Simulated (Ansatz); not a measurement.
Input file for Ansatz (a quantum-chemistry and plane-wave program): U-MP2/def2-TZVPPD on CH2I (SMILES [CH2]I), 2S+1 = 2, atoms moved off the minimum. Elements past Kr take the def2 small-core potentials; no spin–orbit coupling. Files ending in .json are basis or fitting sets from the Basis Set Exchange. The run froze 10 orbitals, filled d shells among them.

Ansatz 0.2 input:
```yaml
crystal:
  periodic: [false, false, false]
  atoms:
    - {symbol: C, position_ang: [-1.77600773, -0.00089674, 0.02612923]}
    - {symbol: I, position_ang: [0.34028658, 0.02422287, -0.04745365]}
    - {symbol: H, position_ang: [-2.30503590, 0.97150406, -0.02685443]}
    - {symbol: H, position_ang: [-2.29861627, -0.95470193, -0.07032054]}
basis:
  gaussian:
    orbitals: def2-TZVPPD.json
magnetization: {spin_polarized: true, initial_magnetization: 1}
correlation: {method: mp2, electrons: outside_noble_gas}
scf: {omitted_lower_state_checks: [cluster_reference]}
output: {forces: true}
```

Problem. What total energy does the run end on?

Solution. -335.9398 hartree.
